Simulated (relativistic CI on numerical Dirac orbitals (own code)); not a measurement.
# Ni3+: 3d valence photoemission

Computed with this model: Dirac-Coulomb-Breit CI, orbitals from a KLI potential per configuration, model QED (radiative potential, 1s self-energy scaled to tabulated hydrogen-like ionisation energies), valence Slater integrals scaled by 0.8, multiplet model of photoemission in the sudden approximation; configurations [Ar] 3d7 → [Ar] 3d6; 300 K; Lorentzian 0.3 eV and Gaussian 0.5 eV FWHM. Energies are those of the free ion, without screening or charge transfer. The energies are binding energies and can lie tens of eV above those of solids. S is read from ⟨S²⟩ = S(S + 1).

Field parameters in Wybourne normalisation: D4h B²₀ = −7Ds, B⁴₀ = 21(Dq − Dt), B⁴₄ = 21√(5/14) Dq. The field is a parameter set, without covalency.

free ion: ground-state S = 1.50, centroid 55.74 eV. Peaks (eV, height): 53.5 (97), 56.5 (100), 58.2 (11), 61.3 (13).

D4h, 10Dq = 11550, Ds = -1500, Dt = 670 cm⁻¹: ground-state S = 1.50, centroid 55.86 eV. Peaks (eV, height): 53.3 (69), 54.3 (74), 56.4 (100), 58.8 (12), 62.0 (8).

D4h, 10Dq = 11550, Ds = -600, Dt = 670 cm⁻¹: ground-state S = 1.50, centroid 55.85 eV. Peaks (eV, height): 53.5 (88), 54.0 (93), 56.5 (100), 56.9 (98), 62.0 (11).

D4h, 10Dq = 11550, Ds = 300, Dt = 670 cm⁻¹: ground-state S = 1.50, centroid 55.84 eV. Peaks (eV, height): 53.7 (100), 55.8 (53), 56.9 (88), 61.9 (9).

D4h, 10Dq = 11550, Ds = 1200, Dt = 670 cm⁻¹: ground-state S = 1.50, centroid 55.83 eV. Peaks (eV, height): 53.7 (100), 55.6 (40), 56.9 (78), 61.8 (8).

D4h, 10Dq = 11550, Ds = 2100, Dt = 670 cm⁻¹: ground-state S = 1.50, centroid 55.84 eV. Peaks (eV, height): 53.7 (100), 56.8 (85), 62.0 (7).

Strongest unbroadened transitions for free ion:

```
Energy (eV)  Relative strength
      53.43              100.0
      53.54               34.6
      53.61                7.2
      56.24                0.2
      56.33               79.0
      56.39               16.4
      56.43                3.2
      56.60               23.4
      56.76               36.1
      56.82                6.4
      56.87                0.3
      57.11               51.2
      57.22                2.7
      58.20                1.5
      58.23                9.1
      61.30               14.8
      61.32                2.8
      61.50                0.2
```
